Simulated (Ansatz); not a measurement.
Ideal-gas functions of ClF$_{3}$MoO (`[O]=[Mo]([F])([F])([F])[Cl]`) at 298.15 K and 1 bar, from an Ansatz frequency run at PBE0-D4/def2-TZVP.

Molar mass 204.39 g/mol, point group Cs (symmetry number 1), electronic degeneracy 1, moments of inertia 185.008, 283.18, 340.788 u Å². Harmonic wavenumbers (cm⁻¹, unscaled): 79, 200, 218, 251, 284, 309, 328, 415, 646, 723, 723, 1125.

Use S(trans) = R[1.5 ln M + 2.5 ln T − 1.1517]; rotational temperatures θ = 24.2544 K / I; S(rot) = R[ln(√π/σ · √(T³/θAθBθC)) + 1.5]; for each mode x = 1.438777 ν̃/T, S = R[x/(eˣ − 1) − ln(1 − e⁻ˣ)] and H = RT x/(eˣ − 1); 1 cm⁻¹ = 0.0119627 kJ/mol; R = 8.31446 J/(mol·K).

Task: By hand: the entropy, in J/(mol·K).

Result: Translation 175.2. Rotation: θ = 0.1311, 0.0857, 0.0712 K, giving 117.9. Vibration, mode by mode: 16.38, 8.92, 8.27, 7.21, 6.32, 5.72, 5.31, 3.80, 1.58, 1.17, 1.17, 0.24, in all 66.1. Electronic 0.0. Sum 359.2 J/(mol·K).

Task: By hand: H − E and G − E in kJ/mol, counted from the electronic energy.

Result: Zero-point energy ½ × 5301 × 0.0119627 = 31.7; thermal vibration 11.2; translation, rotation and pV give 4 RT = 9.9. H − E = 52.8 kJ/mol, and G − E = 52.8 − 298.15 × 359.2/1000 = -54.3 kJ/mol.

Vibration gives 18 % of the entropy, 16.4 J/(mol·K) of it from the mode under 150 cm⁻¹: soft modes count most, and the harmonic formula is weakest for them.
